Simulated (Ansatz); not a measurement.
BClFHS (`FB(S)Cl`), 5 atoms. The species carries charge 0 and has multiplicity 1. All runs use 2 threads of a server CPU on a shared host. Correlated methods freeze the cores. Open-shell runs search over several starts.

**Question.** Give the basis size and wall time and peak host memory of each of these runs in Ansatz. RKS PBE0-D4/def2-TZVP relaxation (6 steps); UKS B2PLYP (frozen core)/def2-TZVPP energy of the cation; RKS ωB97M-V/def2-QZVPP energy; RKS PBE0-D4/def2-SVP energy; RKS PBE0-D4/def2-QZVPP energy; RHF-MP2/def2-QZVPP energy; UKS PBE-D4/def2-TZVPP energy of the cation; RHF-CCSD(T)/def2-SVP energy; RKS ωB97M-V/def2-SVP energy; UKS ωB97X-V/def2-TZVPP energy of the cation; RKS ωB97M-V/def2-TZVPP energy and forces; RKS r2SCANh-D4/def2-TZVPP energy. (An estimate is asked.)

**Answer.** Ansatz gave: Other jobs shared the machine, so times are rough.

```csv
level,job,functions,wall time,peak host memory (GiB)
RKS PBE0-D4/def2-SVP,energy,69,0.75 s,0.14
RHF-CCSD(T)/def2-SVP,energy,69,1.1 s,0.18
RKS ωB97M-V/def2-SVP,energy,69,2.6 s,0.2
RKS r2SCANh-D4/def2-TZVPP,energy,160,3 s,0.36
RKS PBE0-D4/def2-QZVPP,energy,284,4.4 s,0.68
UKS PBE-D4/def2-TZVPP,energy of the cation,160,4.5 s,0.27
UKS B2PLYP (frozen core)/def2-TZVPP,energy of the cation,160,5.5 s,0.42
RKS ωB97M-V/def2-TZVPP,energy and forces,160,6 s,0.42
RHF-MP2/def2-QZVPP,energy,284,7 s,0.87
RKS ωB97M-V/def2-QZVPP,energy,284,9 s,0.81
UKS ωB97X-V/def2-TZVPP,energy of the cation,160,10 s,0.56
RKS PBE0-D4/def2-TZVP,relaxation (6 steps),142,13 s,0.32
```
